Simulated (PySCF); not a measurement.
Dissociation curve of HF (cation, charge +1), doublet.

Levels: UHF/cc-pVDZ (PySCF); ROKS-PBE = PySCF with restricted open-shell PBE/cc-pVDZ; UCCSD(T) = CCSD(T) on UHF/cc-pVDZ, 1 core orbital frozen run with PySCF.

Energies relative to the lowest point of each curve near equilibrium, in kcal/mol:

```
R / Å   UHF  ROKS-PBE
-----  ----  --------
0.76   42.1      51.4
0.81   22.1      29.5
0.85   11.8      17.6
0.90    4.1       8.1
1.01    0.2       0.2
1.03    0.7       0.0
1.08    2.9       0.6
2.00   64.4      55.1
2.46   74.3      68.1
3.01   78.2      74.4
3.55   79.3      75.6
4.04   79.7      75.1
```

Q: What does UCCSD(T) give at the same points?

A: 0.76: 47.0; 0.81: 25.8; 0.85: 14.6; 0.90: 5.9; 1.01: 0.0; 1.03: 0.2; 1.08: 1.7; 2.00: 66.4; 2.46: 79.8; 3.01: 85.2; 3.55: 86.6; 4.04: 87.1 (kcal/mol).

At the longest distance ROKS-PBE leaves fractional charges on the fragments, a sign of delocalisation error or of the restricted form.
